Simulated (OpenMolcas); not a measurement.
Tb2+: moving or changing the point charges

Tb2+ among 4 point charges of -1 e arranged as a tetrahedron (Td), 2.28 Å from the ion.
```
   1.3164    1.3164    1.3164  -1.00
   1.3164   -1.3164   -1.3164  -1.00
  -1.3164    1.3164   -1.3164  -1.00
  -1.3164   -1.3164    1.3164  -1.00
```

```
Program             : OpenMolcas 26.06
Method              : CASSCF
Basis               : ANO-RCC-VDZP [7s6p4d2f1g]
Scalar Hamiltonian  : DKH2, point nucleus
Active space        : 9 electrons in 7 orbitals (4f)
State averaging     : 2S+1 = 6 odd, 21 roots; 2S+1 = 4 odd, 128 roots kept (CI in the orbitals of an earlier block, 108 in the spin-orbit step); 2S+1 = 2 odd, 130 roots kept (CI in the orbitals of an earlier block, 36 in the spin-orbit step)
Spin-orbit coupling : RASSI with atomic mean-field integrals over the reference wave functions
```

Runs around this geometry, states (labels of Td). Energies in cm-1 above the lowest state or level, χT in cm3 K/mol; under a threefold ground state the first gap can be a small split of the lowest multiplet, not the spin-orbit step.

```json
{"R (Å)": "2.28", "Ground state": "6T2", "First state of that spin": "6E 30.7", "First gap with spin-orbit (degeneracies)": "29.5 (4, 4)", "Width of lowest J": "145", "χT at 300 K": "14.064"}
{"R (Å)": "2.44", "Ground state": "6T2", "First state of that spin": "6E 20.1", "First gap with spin-orbit (degeneracies)": "21.6 (4, 4)", "Width of lowest J": "105", "χT at 300 K": "14.079"}
{"R (Å)": "2.69", "Ground state": "6T2", "First state of that spin": "6E 11.2", "First gap with spin-orbit (degeneracies)": "13.7 (4, 4)", "Width of lowest J": "65", "χT at 300 K": "14.089"}
```

Taking the width of the lowest J multiplet as R^-n, n = -ln(65 / 145) / ln(2.69 / 2.28) = 4.9 between the shortest and longest distance.

High states are left out of the spin-orbit mixing, which shifts the levels that they would mix with. Point charges carry no covalency, so the field is a model and not that of real ligands. A group larger than the point group allows holds several states that coincide in this model. No measured value stands beside these numbers.
